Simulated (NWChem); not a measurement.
System: SnIBr, singlet; SMILES [Br][Sn][I]

NWChem input:

```
start job
memory heap 200 mb stack 900 mb global 1100 mb
geometry units angstroms noautosym nocenter noautoz
  Sn     1.031890     0.468354     0.000000
  Br    -0.854256     2.168447     0.000000
  I     -0.409588    -1.866697     0.000000
end
basis spherical
  * library def2-svpd
end
ecp
  Sn library def2-ecp
  I library def2-ecp
end
dft
  xc xpbe96 cpbe96
  iterations 150
end
property
  response 1 0.0
end
task dft property
```

NWChem printed, in part:

```
             Northwest Computational Chemistry Package (NWChem) 7.3.0
             --------------------------------------------------------

                             Geometry "geometry" -> ""
                             -------------------------

 Output coordinates in angstroms (scale by  1.889725989 to convert to a.u.)

  No.       Tag          Charge          X              Y              Z
 ---- ---------------- ---------- -------------- -------------- --------------
    1 Sn                  50.0000     1.03189000     0.46835400     0.00000000
    2 Br                  35.0000    -0.85425600     2.16844700     0.00000000
    3 I                   53.0000    -0.40958800    -1.86669700     0.00000000

 Effective nuclear repulsion energy (a.u.)    1117.5238594984

                                 NWChem DFT Module
                                 -----------------

 Summary of "ao basis" -> "ao basis" (spherical)
 ------------------------------------------------------------------------------
       Tag                 Description            Shells   Functions and Types
 ---------------- ------------------------------  ------  ---------------------
 Sn                        def2-svpd                12       32   5s4p3d
 Br                        def2-svpd                15       41   6s5p4d
 I                         def2-svpd                13       35   5s5p3d

            General Information
            -------------------
          SCF calculation type: DFT
          Wavefunction type:  closed shell.
          No. of atoms     :     3
          No. of electrons :    82
           Alpha electrons :    41
            Beta electrons :    41
          Charge           :     0
          Spin multiplicity:     1
          Use of symmetry is: off; symmetry adaption is: off
          Maximum number of iterations: 150
          AO basis - number of functions:   108
                     number of shells:    40
          Convergence on energy requested:  1.00D-06
          Convergence on density requested:  1.00D-05
          Convergence on gradient requested:  5.00D-04

              XC Information
              --------------
          PerdewBurkeErnzerhof Exchange Functional  1.000
            Perdew 1991 LDA Correlation Functional  1.000 local
           PerdewBurkeErnz. Correlation Functional  1.000 non-local

             Grid Information
             ----------------
          Grid used for XC integration:  medium
          Radial quadrature: Mura-Knowles
          Angular quadrature: Lebedev.
          Tag              B.-S. Rad. Rad. Pts. Rad. Cut. Ang. Pts.
          ---              ---------- --------- --------- ---------
          Sn                  1.45      123          13.0       590
          Br                  1.15      112          15.0       590
          I                   1.40      123          15.0       590
          Grid pruning is: on
          Number of quadrature shells:   358
          Spatial weights used:  Erf1

      Superposition of Atomic Density Guess
      -------------------------------------

 Sum of atomic energies:       -3168.30765306

      Non-variational initial energy
      ------------------------------

 Total energy =   -3082.224940
 1-e energy   =   -5235.374140
 2-e energy   =    1772.562638
 HOMO         =      -0.273591
 LUMO         =      -0.057058

   convergence    iter        energy       DeltaE   RMS-Dens  Diis-err
 ---------------- ----- ----------------- --------- --------- ---------
 d= 0,ls=0.0,diis     1  -3085.4808880838 -3.47D+03  2.46D-02  5.25D-01
 d= 0,ls=0.0,diis     2  -3084.9388042219  5.42D-01  1.78D-02  3.12D+00
 d= 0,ls=0.0,diis     3  -3085.5555684776 -6.17D-01  4.05D-03  5.46D-02
 d= 0,ls=0.0,diis     4  -3085.5634668678 -7.90D-03  2.01D-03  1.70D-02
 d= 0,ls=0.0,diis     5  -3085.5659281303 -2.46D-03  8.81D-04  4.13D-03
  Resetting Diis
 d= 0,ls=0.0,diis     6  -3085.5667786610 -8.51D-04  1.68D-04  2.92D-04
 d= 0,ls=0.0,diis     7  -3085.5668376326 -5.90D-05  1.19D-04  9.09D-06
 d= 0,ls=0.0,diis     8  -3085.5668292221  8.41D-06  8.30D-05  4.37D-05
 d= 0,ls=0.0,diis     9  -3085.5668397986 -1.06D-05  9.96D-06  9.72D-07
 d= 0,ls=0.0,diis    10  -3085.5668399436 -1.45D-07  3.05D-06  6.88D-08

         Total DFT energy =    -3085.566839943646
      One electron energy =    -5236.130818450009
           Coulomb energy =     1901.180653893165
    Exchange-Corr. energy =     -131.203237114587
 Nuclear repulsion energy =      380.586561727786

 Numeric. integr. density =       82.000000861567

                       DFT Final Molecular Orbital Analysis
                       ------------------------------------

 Vector   39  Occ=2.000000D+00  E=-2.502285D-01
              MO Center= -3.9D-01, -1.2D+00,  6.8D-08, r^2= 4.0D+00
   Bfn.  Coefficient  Atom+Function         Bfn.  Coefficient  Atom+Function
  ----- ------------  ---------------      ----- ------------  ---------------
    87      0.553853  3 I  pz                90      0.476562  3 I  pz
    84     -0.224483  3 I  pz                50     -0.222555  2 Br pz
    47     -0.204994  2 Br pz                81     -0.181911  3 I  pz
    44      0.134871  2 Br pz                14      0.097525  1 Sn pz
    17      0.056229  1 Sn pz                19      0.045811  1 Sn d -1

[...]

 DFT Linear Response polarizability / au
 Frequency  =       0.0000000 / au
              X              Y              Z
 -----------------------------------------------
 X     105.0525634      2.4820631     -0.0000009
 Y       2.4820562    147.5553531      0.0000002
 Z      -0.0000009      0.0000002     75.9948675
 -----------------------------------------------
 Eigenvalues =     104.9081077    147.6998088     75.9948675
 Isotropic   =     109.5342613
 Anisotropic =      62.4848132
 -----------------------------------------------

 Magnetic Dipole Response Matrix (nonzero elements):

 Exiting AOResponse driver routine
```

Level: PBE/def2-SVPD with def2 effective core potentials on Sn, I. Low-valent species are run as closed-shell singlets; no triplet was tried in these runs. Geometry: optimised at PBE0/def2-SVP. Not confirmed as a minimum by frequencies. def2 effective core potentials on Sn, I; no spin-orbit coupling.
